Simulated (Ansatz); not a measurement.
`[CH3][Ga]([CH3])[SiH3]`, charge 0, multiplicity 1.

Problem. Give a relaxed structure at PBE0-D4/def2-TZVP (Ansatz 0.2.0). (Best estimate.)

Solution. Computed: 
```xyz
13

C     0.891    1.211    1.420
Ga   -0.071    0.014    0.179
C    -1.895   -0.615    0.600
Si    0.974   -0.609   -1.920
H     1.888    0.817    1.637
H     1.036    2.190    0.953
H     0.356    1.354    2.360
H    -2.618    0.049    0.114
H    -2.078   -1.622    0.222
H    -2.095   -0.592    1.673
H     2.462   -0.656   -1.836
H     0.635    0.394   -2.974
H     0.515   -1.935   -2.427
```
This is one stationary point; other conformers may exist.
